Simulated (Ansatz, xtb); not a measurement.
**Relaxing a trial structure of C3H9AlO**

The starting geometry of this gas-phase singlet was built from a drawn formula by distance geometry and a force field; its bonds are those of `[CH3][Al]([CH3])[CH2]O`.

```xyz
14

C    -2.1912   -1.5937   -2.6554
C    -0.2222   -1.1315    0.1117
C     0.8053    0.0552   -2.9159
Al   -0.5041   -0.8951   -1.7822
O     1.3018   -0.8069   -3.9307
H    -2.8561   -2.0772   -1.9055
H    -1.9175   -2.2673   -3.4481
H    -2.7467   -0.7105   -3.1279
H    -0.2055   -2.1863    0.4074
H     0.7556   -0.7230    0.4265
H    -1.0879   -0.6589    0.6788
H     0.3778    0.9630   -3.4018
H     1.6650    0.3793   -2.2449
H     0.6237   -0.8325   -4.6348
```

Question: Predict what it relaxes into with r2SCAN-D4/def2-SVP.

Answer: A new bond forms, giving a structure given below by its coordinates. Contacts that close: Al4–O5 (2.81 → 1.99 Å).

The energy falls by 0.56 eV over 17 steps:

| step | E − E(last) (eV) |
| --- | --- |
| 1 | 0.557 |
| 3 | 0.329 |
| 5 | 0.299 |
| 6 | 0.259 |
| 8 | 0.102 |
| 10 | 0.019 |
| 12 | 0.006 |
| 13 | 0.002 |
| 15 | 0.000 |
| 17 | 0.000 |

Final geometry (Å):

```tsv
atom	x (Å)	y (Å)	z (Å)
C	-2.1840	-1.4250	-2.7660
C	-0.1299	-1.2748	0.0087
C	0.6042	0.4141	-2.8523
Al	-0.5584	-0.8073	-1.8430
O	1.0233	-1.0480	-3.0204
H	-2.9050	-1.8970	-2.0769
H	-1.9600	-2.1810	-3.5411
H	-2.7177	-0.6058	-3.2787
H	-0.2890	-2.3474	0.2167
H	0.9151	-1.0384	0.2710
H	-0.7701	-0.7239	0.7214
H	0.3035	0.8105	-3.8339
H	1.4843	0.9563	-2.4799
H	0.9818	-1.3175	-3.9482
```

From the same start GFN2-xTB reaches the same bonding as this run.

The end wasn't checked by frequencies. Run with Ansatz 0.2.0, 2.7 min on 2 threads of Intel(R) Xeon(R) Processor @ 2.50GHz (Skylake/Cascade Lake), on a shared host.
